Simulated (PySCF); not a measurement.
# Radial density of Mg²⁺ (magnesium, charge +2)

CAM-B3LYP, [Ne], closed-shell 1S. Computed with PySCF 2.14 in dyall-acv3z (20s13p7d4f, 122 functions), with scalar relativity by spin-free X2C-1e.

```tsv
r (bohr)	4πr²ρ (e/bohr)
0.00265	0.09978
0.00446	0.2643
0.00750	0.6811
0.0126	1.676
0.0212	3.808
0.0357	7.551
0.0601	11.92
0.101	13.06
0.170	9.090
0.286	7.911
0.481	11.02
0.809	7.129
1.36	1.359
2.29	0.04702
3.85	0.0001180
```

Densities and radii are taken from the X2C orbitals without a picture-change correction, which distorts them close to the nucleus.
